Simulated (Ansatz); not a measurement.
Cost and result for the atomization energy of C3H7BSi (12 atoms, 11 bonds).

Z-matrix (Å, degrees):
```
C
C 1 1.343
H 1 1.084 2 121.9
H 1 1.086 2 120.9 3 180.0
C 2 1.433 1 123.8 3 -180.0
H 2 1.087 1 119.2 3 0.0
B 5 1.481 2 125.1 1 -179.9
H 5 1.092 2 113.6 1 0.0
Si 7 1.892 5 107.5 2 179.4
H 7 1.195 5 125.7 2 -0.2
H 9 1.491 7 131.6 5 -179.2
H 9 1.488 7 120.6 5 0.4
```

Total charge 0; spin multiplicity 1. The bonds changed during the relaxation, so this is another structure than the one it started from. The structure was optimised at the PBE0-D4/def2-TZVP level. It is one conformer, not always the lowest. Program: Ansatz. All runs use 4 threads of an Intel Xeon Platinum 8488C on a shared host. Times are those of one run each, without the atoms' runs, and a repeat can differ threefold. Electronic energies, without spin–orbit coupling; frozen cores. CCSD(T)/CBS adds CCSD(T) − MP2 in def2-TZVPP to the MP2 limit, and its time is that of the two runs behind it. T1 = 0.015; the RHF reference is unstable towards UHF. B3LYP takes the VWN-RPA correlation (the form of Gaussian; ORCA's B3LYP/G).

CCSD(T)/CBS is a level of theory with its own doubt, some kJ/mol a heavy atom from the limit and from the frozen cores, so smaller differences don't rank the functionals.

```json
{"level": "PBE0-D4/def2-TZVPP", "functions": "264", "wall time": "2.2 s"}
{"level": "PBE-D4/def2-TZVPP (with forces)", "functions": "264", "wall time": "2.3 s"}
{"level": "r2SCAN-D4/def2-TZVPP (with forces)", "functions": "264", "wall time": "3.2 s"}
{"level": "B3LYP-D4/def2-TZVPP (with forces)", "functions": "264", "wall time": "3.3 s"}
{"level": "B2PLYP/def2-TZVPP", "functions": "264", "wall time": "5 s"}
{"level": "ωB97X-V/def2-TZVPP", "functions": "264", "wall time": "5.5 s"}
{"level": "ωB97M-V/def2-TZVPP (with forces)", "functions": "264", "wall time": "7.5 s"}
{"level": "MP2/def2-QZVPP", "functions": "508", "wall time": "21 s"}
{"level": "CCSD(T)/def2-TZVPP", "functions": "264", "wall time": "77 s"}
{"level": "CCSD(T)/CBS(def2)", "functions": "–", "wall time": "98 s"}
```

What atomization energy does each give, and how far from CCSD(T)/CBS? (Estimate.)

Ansatz gave: 
| level | atomization (kJ/mol) | difference from CCSD(T)/CBS | per bond |
| --- | --- | --- | --- |
| PBE0-D4/def2-TZVPP | 4575.4 | 56.3 | 5.1 |
| PBE-D4/def2-TZVPP (with forces) | 4655.7 | 136.6 | 12.4 |
| r2SCAN-D4/def2-TZVPP (with forces) | 4576.9 | 57.8 | 5.3 |
| B3LYP-D4/def2-TZVPP (with forces) | 4563.2 | 44.1 | 4.0 |
| B2PLYP/def2-TZVPP | 4505.6 | -13.5 | -1.2 |
| ωB97X-V/def2-TZVPP | 4518.0 | -1.1 | -0.1 |
| ωB97M-V/def2-TZVPP (with forces) | 4534.1 | 15.0 | 1.4 |
| MP2/def2-QZVPP | 4537.9 | 18.8 | 1.7 |
| CCSD(T)/def2-TZVPP | 4419.2 | -99.9 | -9.1 |
| CCSD(T)/CBS(def2) | 4519.1 | 0.0 | 0.0 |

In def2-TZVPP, CCSD(T) changes the Hartree–Fock value by +1040.8 kJ/mol (the triples alone add +79.9 kJ/mol) and MP2 by +1100.7 kJ/mol; breaking electron pairs costs correlation energy, which Hartree–Fock lacks. The D4 term adds +39.4 kJ/mol with B3LYP and +20.7 kJ/mol with PBE0; it sums over pairs of atoms, weighted by their polarisabilities, and B3LYP, whose exchange is more repulsive, gets the larger term. From PBE to PBE0 (25 % exact exchange), in def2-TZVPP and without D4, the atomization energy moves by −76.6 kJ/mol: exact exchange takes away binding that semilocal exchange gives to molecules.
